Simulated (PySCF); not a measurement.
A side-by-side comparison of computed properties.

First species: C8H11P.
SMILES: `CCc1ccpc(C)c1`

Second species: C₇H₁₁ClSi.
InChI=1S/C7H11ClSi/c1-3-7(2,8)6-4-9-5-6/h3-4H,1,5,9H2,2H3/t7-/m0/s1

Levels: PBE0/pcSseg-1 for dipole moment, HOMO energy, LUMO energy and HOMO–LUMO gap; GFN2-xTB for rotational constant A and rotational constant C. Geometries: GFN2-xTB. Each structure is a single optimised conformer of the isolated species, non-relativistic unless stated. Electronic properties by PySCF.

Dipoles, sizes and rotational constants follow the conformer. The torsions of the flexible species, by atom-mapped SMILES:
- `[CH3:1][CH2:2][c:3]1[cH:4][cH:5][p:6][c:7]([CH3:8])[cH:9]1`: C1–C2–C3–C4 -90°
- `[CH2:1]=[CH:2][C@:3]([CH3:4])([Cl:5])[C:6]1=[CH:7][SiH2:8][CH2:9]1`: C1–C2–C3–C4 -6°, C2–C3–C6–C7 -8°

Values for the first species:

| Quantity | Value |
| --- | --- |
| Dipole moment | 2.14 D |
| HOMO energy | -6.71 eV |
| LUMO energy | -1.23 eV |
| HOMO–LUMO gap | 5.48 eV |
| Rotational constant A | 2.381 GHz |
| Rotational constant C | 0.746 GHz |

Question: Estimate the same properties for the second species, and the change in each.

Answer: 
```csv
property,first,second,second less first
dipole moment,2.14 D,1.94 D,-0.20 D
HOMO energy,-6.71 eV,-7.60 eV,-0.89 eV
LUMO energy,-1.23 eV,-0.75 eV,+0.48 eV
HOMO–LUMO gap,5.48 eV,6.85 eV,+1.37 eV
rotational constant A,2.381 GHz,1.826 GHz,-0.555 GHz
rotational constant C,0.746 GHz,0.669 GHz,-0.077 GHz
```

On the first: A dipole of 2.14 D is allowed in C1, and pure rotational transitions are dipole-allowed. In atomic units the dipole is 0.84 e·bohr (1 au = 2.5417 D).

On the second: A dipole of 1.94 D is allowed in C1, and pure rotational transitions are dipole-allowed. The dipole matches unit charges of opposite sign 0.40 Å apart (1 e·Å = 4.8032 D).
